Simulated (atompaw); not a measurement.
**Reading a pseudo-wave (Tc (Z = 43))**

Columns: radius, all-electron u(r) and pseudo u(r) of the 5s shell (level -5.08 eV) of technetium in the configuration [Ar] 3d10 4s2 4p6 4d5 5s2 5p0; PBEsol, scalar-relativistic, PAW (atompaw) scheme, atompaw 4.2.0.5.

```csv
r (bohr),all-electron,pseudo
0.069,-0.0823,-0.0611
0.138,-0.0779,-0.1201
0.208,0.0769,-0.1761
0.277,0.1713,-0.2256
0.346,0.1682,-0.2679
0.415,0.0972,-0.3018
0.485,-0.0046,-0.3267
0.554,-0.1051,-0.3411
0.623,-0.1886,-0.3453
0.692,-0.2476,-0.3393
0.762,-0.2804,-0.3232
0.831,-0.2881,-0.2981
0.900,-0.2746,-0.2647
0.969,-0.2442,-0.2241
1.038,-0.2010,-0.1776
1.108,-0.1479,-0.1255
1.177,-0.0898,-0.0708
1.246,-0.0288,-0.0141
1.315,0.0331,0.0435
1.385,0.0951,0.1016
1.454,0.1542,0.1578
1.523,0.2104,0.2120
1.592,0.2632,0.2637
1.662,0.3128,0.3128
1.731,0.3576,0.3576
1.800,0.3983,0.3983
```

Task: How many radial nodes do the two functions have?

Result: The all-electron 5s function has n − l − 1 = 4 (the table is too coarse to show those close to the nucleus); the pseudo-wave has 1, since 1 lower shell of the same l stays in the valence.

Task: Is the pseudo-wave norm-conserving?

Result: No, it belongs to a PAW set: the norm inside the radius is not constrained, and the difference is carried by the augmentation charge.
